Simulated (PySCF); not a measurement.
`CC(=S)[C@H]1CC[C@@H]1C`, C7H12S

Molfile (atoms numbered from 1):
```
C7H12S
     RDKit          3D

 20 20  0  0  0  0  0  0  0  0999 V2000
   -2.4520   -0.4504   -0.0707 C   0  0  0  0  0  0  0  0  0  0  0  0
   -1.3459   -0.2534   -1.0479 C   0  0  0  0  0  0  0  0  0  0  0  0
   -1.4673   -0.8237   -2.5698 S   0  0  0  0  0  0  0  0  0  0  0  0
   -0.1028    0.4200   -0.6066 C   0  0  1  0  0  0  0  0  0  0  0  0
   -0.1277    1.4734    0.5190 C   0  0  0  0  0  0  0  0  0  0  0  0
    1.0336    0.7525    1.2172 C   0  0  0  0  0  0  0  0  0  0  0  0
    0.8407   -0.4513    0.2811 C   0  0  2  0  0  0  0  0  0  0  0  0
    2.0646   -1.0109   -0.4127 C   0  0  0  0  0  0  0  0  0  0  0  0
   -2.0701   -0.7706    0.8979 H   0  0  0  0  0  0  0  0  0  0  0  0
   -3.1623   -1.1828   -0.4455 H   0  0  0  0  0  0  0  0  0  0  0  0
   -2.9805    0.4937    0.0742 H   0  0  0  0  0  0  0  0  0  0  0  0
    0.4423    0.7755   -1.4825 H   0  0  0  0  0  0  0  0  0  0  0  0
   -1.0441    1.4627    1.1028 H   0  0  0  0  0  0  0  0  0  0  0  0
    0.0698    2.4918    0.1918 H   0  0  0  0  0  0  0  0  0  0  0  0
    0.9049    0.5565    2.2797 H   0  0  0  0  0  0  0  0  0  0  0  0
    1.9913    1.2450    1.0625 H   0  0  0  0  0  0  0  0  0  0  0  0
    0.2896   -1.2598    0.7655 H   0  0  0  0  0  0  0  0  0  0  0  0
    2.6414   -0.2134   -0.8766 H   0  0  0  0  0  0  0  0  0  0  0  0
    1.7678   -1.7173   -1.1853 H   0  0  0  0  0  0  0  0  0  0  0  0
    2.7016   -1.5270    0.3032 H   0  0  0  0  0  0  0  0  0  0  0  0
  1  2  1  0
  2  3  2  0
  2  4  1  0
  4  5  1  0
  5  6  1  0
  6  7  1  0
  7  8  1  0
  7  4  1  0
  1  9  1  0
  1 10  1  0
  1 11  1  0
  4 12  1  6
  5 13  1  0
  5 14  1  0
  6 15  1  0
  6 16  1  0
  7 17  1  1
  8 18  1  0
  8 19  1  0
  8 20  1  0
M  END
```

The calculation used TDDFT BHandHLYP/def2-SVPD circular dichroism and optical rotation, one conformer, gas phase in PySCF 2.14.0. Geometry: GFN2-xTB.

The molecule is flexible and this is one conformer; a measurement averages over conformers.

Task: Assign R or S to each stereocentre.

Result: C4 S, C7 S.

Task: Which excitations and rotatory strengths does the calculation give?

Result: Rotatory strengths R in 10⁻⁴⁰ esu² cm², velocity form and length form (origin at the centre of mass); f in length form.
| state | E (eV) | λ (nm) | f | R (velocity) | R (length) | main |
| --- | --- | --- | --- | --- | --- | --- |
| 1 | 2.69 | 461 | 3e-05 | -4.4 | -4.1 | HOMO→LUMO 0.98 |
| 2 | 5.56 | 223 | 0.311 | +18.5 | +18.7 | HOMO−1→LUMO 0.94 |
| 3 | 6.14 | 202 | 0.002 | -8.7 | -9.3 | HOMO−2→LUMO 0.52, HOMO−3→LUMO 0.20 |
| 4 | 6.22 | 199 | 0.068 | +32.4 | +32.3 | HOMO→LUMO+1 0.68, HOMO→LUMO+4 0.17 |
| 5 | 6.65 | 186 | 0.008 | -7.5 | -7.6 | HOMO→LUMO+5 0.55, HOMO→LUMO+3 0.22 |
| 6 | 6.91 | 179 | 0.007 | -0.4 | -0.1 | HOMO→LUMO+3 0.33, HOMO→LUMO+5 0.22 |
| 7 | 6.98 | 178 | 0.021 | +9.7 | +9.5 | HOMO−4→LUMO 0.38, HOMO−2→LUMO 0.24 |
| 8 | 7.06 | 176 | 0.006 | +1.3 | +0.5 | HOMO→LUMO+2 0.50, HOMO→LUMO+4 0.17 |

Among the states computed, the strongest CD band (largest |R|) is state 4. The largest dissymmetry factor in size, g = 4R/(D+G), with D and G the electric and magnetic dipole strengths, is -0.51 for state 1 (velocity form, f = 3e-05), among bands with |R| over 0.5. The mirror image has the same energies and oscillator strengths and all R with the opposite sign.
